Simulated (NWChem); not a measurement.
All runs are NWChem calculations. System: fluoroethylene carbonate (C3H3FO3), charge 0, spin multiplicity 1, at a geometry optimised with B3LYP/def2-SVP. Level: G0W0@PBE0/def2-SVP, RI basis def2-svp-rifit.

Part of the output:

```
             Northwest Computational Chemistry Package (NWChem) 7.3.0
             --------------------------------------------------------

                                NWChem Input Module
                                -------------------

 Scaling coordinates for geometry "geometry" by  1.889725989
 (inverse scale =  0.529177249)

                             Geometry "geometry" -> ""
                             -------------------------

 Output coordinates in angstroms (scale by  1.889725989 to convert to a.u.)

  No.       Tag          Charge          X              Y              Z
 ---- ---------------- ---------- -------------- -------------- --------------
    1 O                    8.0000     2.28841300    -0.01954300     0.21022200
    2 C                    6.0000     1.12993800     0.09195600    -0.00787300
    3 O                    8.0000     0.43214600     1.25028000    -0.03875100
    4 C                    6.0000    -0.90922000     1.00446000    -0.44271700
    5 C                    6.0000    -1.04243300    -0.51539800    -0.30646600
    6 F                    9.0000    -1.64856900    -0.83993000     0.87504800
    7 O                    8.0000     0.28099000    -0.95321200    -0.29154200
    8 H                    1.0000    -1.60418000     1.52907700     0.22678200
    9 H                    1.0000    -1.05433000     1.34406100    -1.48089200
   10 H                    1.0000    -1.58647100    -1.02007500    -1.11842300

 Effective nuclear repulsion energy (a.u.)     322.6744263572

            Nuclear Dipole moment (a.u.)
            ----------------------------
        X                 Y               Z
 ---------------- ---------------- ----------------
    -0.0000000000     0.0000018897    -0.0000094486


 Summary of "ao basis" -> "" (spherical)
 ------------------------------------------------------------------------------
       Tag                 Description            Shells   Functions and Types
 ---------------- ------------------------------  ------  ---------------------
 *                          def2-svp                  on all atoms

 new library libraries.bse/

 Summary of "ri basis" -> "" (spherical)
 ------------------------------------------------------------------------------
       Tag                 Description            Shells   Functions and Types
 ---------------- ------------------------------  ------  ---------------------
 *                       def2-svp-rifit               on all atoms
[...]
    49     -0.763543   4 C  px               31      0.632203   3 O  s
   100     -0.622359   8 H  s                65      0.534374   5 C  pz
   105      0.503670   9 H  s                87      0.461206   7 O  s
    45     -0.380679   4 C  s                17     -0.322355   2 C  s

 center of mass
 --------------
 x =   0.04546745 y =  -0.04774932 z =   0.05754779

 moments of inertia (a.u.)
 ------------------
         346.542435260513         -87.417221161537          35.051329832982
         -87.417221161537         741.560971334066          50.829716965622
          35.051329832982          50.829716965622         919.964760101293

     Multipole analysis of the density
     ---------------------------------

     L   x y z        total         alpha         beta         nuclear
     -   - - -        -----         -----         ----         -------
     0   0 0 0     -0.000000    -27.000000    -27.000000     54.000000

     1   1 0 0     -1.592973     -0.796487     -0.796487     -0.000000
     1   0 1 0      0.426288      0.213143      0.213143      0.000002
     1   0 0 1     -0.853860     -0.426925     -0.426925     -0.000009

     2   2 0 0    -32.322977   -183.685248   -183.685248    335.047520
     2   1 1 0     -1.400074    -19.269128    -19.269128     37.138183
     2   1 0 1      1.588790      5.567877      5.567877     -9.546965
     2   0 2 0    -29.434037    -84.371016    -84.371016    139.307995
     2   0 1 1      0.240341     12.689625     12.689625    -25.138909
     2   0 0 2    -27.004179    -37.021380    -37.021380     47.038580

 Task  times  cpu:       16.5s     wall:       16.5s

                                NWChem Input Module
                                -------------------

                                 NWChem GW Module
                                 ----------------

                             ***********************
                             ***        GW       ***
                             ***********************

 Summary of "ri basis" -> "ri basis" (spherical)
 ------------------------------------------------------------------------------
       Tag                 Description            Shells   Functions and Types
 ---------------- ------------------------------  ------  ---------------------
 O                       def2-svp-rifit             16       48   6s5p4d1f
 C                       def2-svp-rifit             16       48   6s5p4d1f
 F                       def2-svp-rifit             16       48   6s5p4d1f
 H                       def2-svp-rifit              6       14   3s2p1d

                 Memory Information
                 ------------------
          Available GA per process is          1699.9 MBs
          Available stack per process is        700.0 MBs
          Available heap per process is           0.0 MBs

          Peak memory in Initialization
              Peak GA per process is                 10.5 MBs
              Peak stack per process is               0.1 MBs
              Peak heap per process is               11.0 MBs
              Memory not in MA per process            0.0 MBs

          Peak memory in AFF Calculation
              Peak GA per process is                 57.1 MBs
              Peak stack per process is              41.1 MBs
              Peak heap per process is                0.0 MBs
              Memory not in MA per process           41.1 MBs

          Computing 2-center integrals
          Computing Inverse Cholesky factor
          Computing 3-center integrals
          Computing V_xc ...

          Computing Sigma_x
          Computing RPA polarizability
          Solving quasiparticle equations

                  Alpha Orbitals
          State     Energy (eV)     Error (eV)
          -----------------------------------
@GW        24        -12.766           0.005
@GW        25        -12.057           0.004
@GW        26        -11.247           0.004
@GW        27        -10.974           0.004
@GW        28          3.702           0.002
@GW        29          3.815           0.005

   Applying  -1.9713 eV scissor-shift to rest of particle states

   Applying   3.0587 eV scissor-shift to rest of hole states

     GW Timing Statistics
   ------------------------
   Init.   :          0.1s
     ERIs  :          1.3s
     Distr.:          0.0s
     Vxc   :          2.0s
   Sigma_x :          0.0s
   RPA     :          2.9s
   Wmn     :          0.0s
   Sigma_c :          0.0s
   GW total:          6.2s

 Task  times  cpu:        6.2s     wall:        6.2s

 Total times  cpu:       22.8s     wall:       22.8s
```

Write an NWChem input that would produce this output.

One answer among several that fit: 
```
start mol
memory heap 200 mb stack 700 mb global 1700 mb
geometry units angstroms nocenter noautoz noautosym
  O      2.288413    -0.019543     0.210222
  C      1.129938     0.091956    -0.007873
  O      0.432146     1.250280    -0.038751
  C     -0.909220     1.004460    -0.442717
  C     -1.042433    -0.515398    -0.306466
  F     -1.648569    -0.839930     0.875048
  O      0.280990    -0.953212    -0.291542
  H     -1.604180     1.529077     0.226782
  H     -1.054330     1.344061    -1.480892
  H     -1.586471    -1.020075    -1.118423
end
basis spherical
  * library def2-svp
end
basis "ri basis" bse spherical
  * library def2-svp-rifit
end
dft
  xc pbe0
  iterations 100
  direct
  tolerances tight
end
task dft energy
gw
  states alpha occ 4 vir 2
end
task dft gw
```
